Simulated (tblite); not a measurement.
Computed values, GFN2-xTB/tblite, gas phase, harmonic and unscaled. The method is semi-empirical: single wavenumbers can be off by several per cent or more. Modes of hydrogen on phosphorus can be 10 to 20 % off. One conformer each. Open shells enter through the occupations alone, without spin polarisation, and single modes of such species can be off by tens of per cent. Thermal functions are those of the rigid rotor and harmonic oscillator, without mixing of conformers.

Task: Order these by their ideal-gas entropy at 500 K and 1 bar, highest first (cal/(mol K)).
A. `O=S(=O)(Cl)C1=CC=CS1`
B. `[H]/[C]=C(\C#N)C1(Cl)CCC1` [radical]
C. `CCCCN(C)NCC`
D. `C#CP[P@](=S)(CC)C(F)(F)F`
E. `C#C[P@@](=O)(CC#N)CC=C`

Result: D (154.5), C (140.2), E (138.3), B (121.0), A (117.2).

```
                   SMILES  atoms  mass (u)  symmetry number  modes under 300 cm⁻¹  ZPE (kcal/mol)  S translation (cal/(mol K))  S rotation  S vibration  S spin      S    Cp
 C#CP[P@](=S)(CC)C(F)(F)F     18    217.97                1                    14            68.4                         44.6        32.8         77.1     0.0  154.5  66.9
              CCCCN(C)NCC     27    130.15                1                    11           154.5                         43.1        31.6         65.5     0.0  140.2  71.1
   C#C[P@@](=O)(CC#N)CC=C     18    153.03                1                     9            80.2                         43.6        31.6         63.1     0.0  138.3  60.5
[H]/[C]=C(\C#N)C1(Cl)CCC1     16    140.03                1                     7            73.4                         43.3        30.9         45.4     1.4  121.0  51.1
       O=S(=O)(Cl)c1cccs1     12    181.93                1                     6            41.2                         44.1        31.6         41.5     0.0  117.2  45.0
```

Entropies and Cp are for 500 K and 1 bar.
